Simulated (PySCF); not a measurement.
PySCF input (M06-2X/def2-TZVPD):

```python
from pyscf import gto, scf, dft

mol = gto.M(
    atom='''
    F    -0.76259456    1.64911822   -0.49284179
    C    -0.68044371    0.76889691    0.52664285
    Cl   -2.01199820   -0.57034222    0.01137395
    Br    1.28999951   -0.27884651    0.03092463
    ''',
    basis='def2-tzvpd',
    charge=-1,
    spin=0,
    verbose=4,
)

mf = dft.RKS(mol, xc='m062x').density_fit(auxbasis='def2-universal-jkfit')
mf.grids.level = 4
mf.conv_tol = 1e-9
mf.max_cycle = 100
mf.max_memory = 1500
mf.kernel()
if not mf.converged:
    mf = mf.newton()
    mf.kernel(mf.make_rdm1())
mf.analyze()
```

End of the output:

```
Extra cycle  E= -3172.3578377496  delta_E= 1.82e-12  |g|= 7.91e-06  |ddm|= 1.37e-05
converged SCF energy = -3172.3578377496
**** SCF Summaries ****
Total Energy =                       -3172.357837749602822
Nuclear Repulsion Energy =             281.721545677863674
One-electron Energy =                -4984.810736289580746
Two-electron Energy =                 1530.731352862114363
Two-electron Coulomb Energy =         1666.309864171182426
DFT Exchange-Correlation Energy =     -135.578511309068006
HOMO-LUMO gap [eV] =                     6.385936338274123
**** MO energy ****
MO #1   energy= -485.158883241248  occ= 2
MO #2   energy= -102.44970906907   occ= 2
MO #3   energy= -63.1435174522723  occ= 2
MO #4   energy= -56.9623291132105  occ= 2
MO #5   energy= -56.9609939022761  occ= 2
MO #6   energy= -56.9609728386473  occ= 2
MO #7   energy= -25.1117731388899  occ= 2
MO #8   energy= -10.5304086543853  occ= 2
MO #9   energy= -9.61227318758031  occ= 2
MO #10  energy= -8.80875848513972  occ= 2
MO #11  energy= -7.33319252674223  occ= 2
MO #12  energy= -7.32963057206543  occ= 2
MO #13  energy= -7.32948603343862  occ= 2
MO #14  energy= -6.63015852313521  occ= 2
MO #15  energy= -6.62537955397774  occ= 2
MO #16  energy= -6.62529524583966  occ= 2
MO #17  energy= -2.66379286263686  occ= 2
MO #18  energy= -2.66217564100316  occ= 2
MO #19  energy= -2.66210767848078  occ= 2
MO #20  energy= -2.65763889335199  occ= 2
MO #21  energy= -2.65763796532991  occ= 2
MO #22  energy= -1.22549800076514  occ= 2
MO #23  energy= -0.734307547597354 occ= 2
MO #24  energy= -0.638249420439998 occ= 2
MO #25  energy= -0.560562312868498 occ= 2
MO #26  energy= -0.418729591064784 occ= 2
MO #27  energy= -0.414216558977545 occ= 2
MO #28  energy= -0.348470280391595 occ= 2
MO #29  energy= -0.222784981681038 occ= 2
MO #30  energy= -0.208407876146238 occ= 2
MO #31  energy= -0.198434306373638 occ= 2
MO #32  energy= -0.152673531806364 occ= 2
MO #33  energy= -0.146307919407036 occ= 2
MO #34  energy= -0.105351688953606 occ= 2
MO #35  energy= 0.129327144883838  occ= 0
MO #36  energy= 0.133944053920503  occ= 0
MO #37  energy= 0.154691901517656  occ= 0
MO #38  energy= 0.159589628928851  occ= 0
MO #39  energy= 0.169952261060062  occ= 0
MO #40  energy= 0.174343989501758  occ= 0
MO #41  energy= 0.186187653639337  occ= 0
MO #42  energy= 0.196669002439846  occ= 0
MO #43  energy= 0.214894602472581  occ= 0
MO #44  energy= 0.236477715533868  occ= 0
MO #45  energy= 0.253005020677848  occ= 0
MO #46  energy= 0.263583789566221  occ= 0
MO #47  energy= 0.296806724801917  occ= 0
MO #48  energy= 0.304473773430927  occ= 0
MO #49  energy= 0.318500866580579  occ= 0
MO #50  energy= 0.335972021716973  occ= 0
MO #51  energy= 0.342264048758181  occ= 0
MO #52  energy= 0.363848912694437  occ= 0
MO #53  energy= 0.365166073860733  occ= 0
MO #54  energy= 0.385663779614457  occ= 0
MO #55  energy= 0.394944432209066  occ= 0
MO #56  energy= 0.416942667700121  occ= 0
MO #57  energy= 0.427674172842757  occ= 0
MO #58  energy= 0.442096765090847  occ= 0
MO #59  energy= 0.449741965464307  occ= 0
MO #60  energy= 0.461143272400691  occ= 0
MO #61  energy= 0.473522581236447  occ= 0
MO #62  energy= 0.48681631502786   occ= 0
MO #63  energy= 0.498621365210335  occ= 0
MO #64  energy= 0.520402813949636  occ= 0
MO #65  energy= 0.530524638348935  occ= 0
MO #66  energy= 0.5552624455438    occ= 0
MO #67  energy= 0.599365812916136  occ= 0
MO #68  energy= 0.603899472491562  occ= 0
MO #69  energy= 0.627945211435614  occ= 0
MO #70  energy= 0.63103767751692   occ= 0
MO #71  energy= 0.65132165759035   occ= 0
MO #72  energy= 0.681145092069     occ= 0
MO #73  energy= 0.687731943304523  occ= 0
MO #74  energy= 0.690205045875851  occ= 0
MO #75  energy= 0.708409017147954  occ= 0
MO #76  energy= 0.73219172248446   occ= 0
MO #77  energy= 0.748610796960256  occ= 0
MO #78  energy= 0.776362905303129  occ= 0
MO #79  energy= 0.796879075323893  occ= 0
MO #80  energy= 0.804349260208932  occ= 0
MO #81  energy= 0.8234345496549    occ= 0
MO #82  energy= 0.834472143790402  occ= 0
MO #83  energy= 0.839399942209699  occ= 0
MO #84  energy= 0.843714810337311  occ= 0
MO #85  energy= 0.851281715900652  occ= 0
MO #86  energy= 0.871071869789956  occ= 0
MO #87  energy= 0.89885034129622   occ= 0
MO #88  energy= 0.941457032294416  occ= 0
MO #89  energy= 0.967570015910292  occ= 0
MO #90  energy= 0.982624463729499  occ= 0
MO #91  energy= 1.10937371998829   occ= 0
MO #92  energy= 1.13668907594479   occ= 0
MO #93  energy= 1.17417500806009   occ= 0
MO #94  energy= 1.19146819240211   occ= 0
MO #95  energy= 1.21802592502173   occ= 0
MO #96  energy= 1.31826688891069   occ= 0
MO #97  energy= 1.35737096754463   occ= 0
MO #98  energy= 1.39702921770703   occ= 0
MO #99  energy= 1.42636417391653   occ= 0
MO #100 energy= 1.48092839026459   occ= 0
MO #101 energy= 1.54555960153828   occ= 0
MO #102 energy= 1.62939867979694   occ= 0
MO #103 energy= 1.72638545564348   occ= 0
MO #104 energy= 1.74538127704428   occ= 0
MO #105 energy= 1.75477335061864   occ= 0
MO #106 energy= 1.75850956984669   occ= 0
MO #107 energy= 1.77228583085781   occ= 0
[...]
```

It need not be the lowest isomer of its formula. Whether it binds its extra electron was not tested at this geometry.
